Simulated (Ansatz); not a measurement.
System: C3HFNS, charge 0, multiplicity 2. It need not be the lowest isomer of its formula. SMILES: Fc1[c]scn1
Geometry: optimised at B3LYP-D3(BJ)/def2-TZVP (Ansatz, a program for electronic structure).

Quantity: atomisation energy (electronic, to ground-state atoms), in kJ/mol. Valence correlation only, unless marked. Open shells are spin-unrestricted. No spin-orbit coupling. Non-relativistic. The coupled-cluster limit lacks core correlation, which all-electron functionals hold. CBS marks a two-point X^-3 extrapolation of the correlation energy; Hartree-Fock from the larger set.

The UHF reference is spin-contaminated (<S^2> 0.39 over the pure value in the largest basis). 

```csv
level,program,atomisation energy (kJ/mol)
PBE/def2-TZVPD,Ansatz,3229.9
r2SCAN-D4/def2-TZVPD,Ansatz + dftd4,[?]
PBE0-D3(BJ)/def2-TZVPD,Ansatz + dftd3,3100.4
SCS-MP2/6-31G*,Ansatz,2705.1
"CCSD(T)/CBS(cc-pV(T+d)Z,cc-pV(Q+d)Z)",Ansatz,2994.7
```

### Question
What belongs in the gaps?

### Answer

- r2SCAN-D4/def2-TZVPD, atomisation energy (kJ/mol): 3074.1
